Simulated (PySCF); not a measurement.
The vertical singlet excitations below were computed for one of the candidates. Method used: TDDFT CAM-B3LYP/def2-SVPD, vertical, gas phase, core orbitals frozen in the response (PySCF 2.14.0, density-fitted response routines). Geometries: GFN2-xTB, one conformer each.

```csv
state,ν̃ (cm⁻¹),f,"main configurations (H = HOMO, L = LUMO)"
S1,37350,0.0033,"H-1→L (81%), H-2→L (11%)"
S2,46980,0.833,H→L (94%)
S3,52640,0.017,"H-2→L (81%), H-1→L (12%)"
S4,57510,0.011,"H→L+3 (43%), H→L+2 (21%), H→L+1 (16%)"
S5,58030,0.0067,"H-1→L+1 (35%), H-1→L+7 (20%), H→L+3 (10%)"
S6,59380,0.071,"H→L+1 (56%), H→L+7 (8%)"
S7,60900,0.056,"H-2→L+2 (23%), H→L+2 (19%), H-1→L+2 (14%)"
S8,61420,0.079,"H→L+4 (51%), H-2→L+2 (10%)"
```

Triplets computed (Tamm–Dancoff): 3.41, 4.10, 4.46 eV.

Question: Which structure fits? All have the formula C6H9N.
A. `C/C=C(/C)CC#N`
B. `C=CC/C=N/C=C`
C. `C#C[C@]1(C)CCN1`
D. `[H]/N=C/[C@@H]1CC12CC2`

Answer: B. Its S1, at 4.63 eV, is the lowest among the candidates; the nearest of the others has S1 at 5.32 eV. S1 is HOMO-1→LUMO (81%), HOMO-2→LUMO (11%). Löwdin shares by element: HOMO carbon 67% or more, nitrogen 15% (atoms not listed hold the other 18%); LUMO carbon 51% or more, nitrogen 17% (atoms not listed hold the other 32%). At the same level the other candidates give, for their lowest levels:
- `C/C=C(/C)CC#N`: 6.74 eV (f 0.043); 6.92 eV (f 0.285); 7.42 eV (f 0.007); 7.60 eV (f 0.020); 7.75 eV (f 0.004); T1 4.21 eV; HOMO -8.63, LUMO 0.99 eV
- `[H]/N=C/[C@@H]1CC12CC2`: 5.32 eV (f 0.002); 7.09 eV (f 0.138); 7.21 eV (f 0.259); 7.71 eV (f 0.015); 7.79 eV (f 0.006); T1 4.53 eV; HOMO -8.80, LUMO 1.02 eV
- `C#C[C@]1(C)CCN1`: 6.33 eV (f 0.014); 6.50 eV (f 0.003); 6.66 eV (f 0.017); 6.74 eV (f 0.001); 7.10 eV (f 0.011); T1 5.39 eV; HOMO -8.06, LUMO 1.33 eV

Shape of the structure used: `[CH2:1]=[CH:2][CH2:3]/[CH:4]=[N:5]/[CH:6]=[CH2:7]`: C1–C2–C3–C4 -113°, C2–C3–C4–N5 -110°, C4–N5–C6–C7 -179°.
